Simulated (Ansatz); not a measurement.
Consider the ligand exchange at the Si–N bond: `F/C=N/[SiH3]` + `[OH][SnH3]` → `[SiH3][O][SnH3]` + `N=CF`.

Calculated with Ansatz (gas phase, PBE0-D4/def2-TZVP geometries, no zero-point term in ΔE). CCSD(T)/CBS adds triple-zeta CCSD(T) − MP2 to the extrapolated MP2 energy (def2 sets, frozen cores). This one scheme is used for every species. def2 core potentials past Kr. For Sn outer-core shells are correlated without core-valence functions, which leaves a few kJ/mol of doubt a bond. Each species was taken in one conformer, which may not be the lowest.

```csv
species,HF/def2-TZVPP energy (Eh)
`F/C=N/[SiH3]`,-483.11376
`[OH][SnH3]`,-290.56659
`[SiH3][O][SnH3]`,-580.72325
`N=CF`,-192.98341
```

Question: Work out ΔE.

Answer: ΔE = (-580.72325) + (-192.98341) − (-483.11376) − (-290.56659) = -0.02631 Eh = -69.1 kJ/mol. CCSD(T)/CBS gives -59.8 kJ/mol.

Largest T1 diagnostic among the species: 0.014.

Leaving LDA and LC-ωPBE aside and taking each functional with its dispersion term where it has one, the values, not all of them listed here, spread over 18.0 kJ/mol, from BHLYP-D4 to revPBE-D4. From PBE to PBE0 (25 % exact exchange), in def2-TZVPP and without D4, ΔE moves by −5.5 kJ/mol. At CCSD(T), def2-SVP lies −6.3 kJ/mol from the extrapolated value and def2-TZVPP −0.6 kJ/mol.
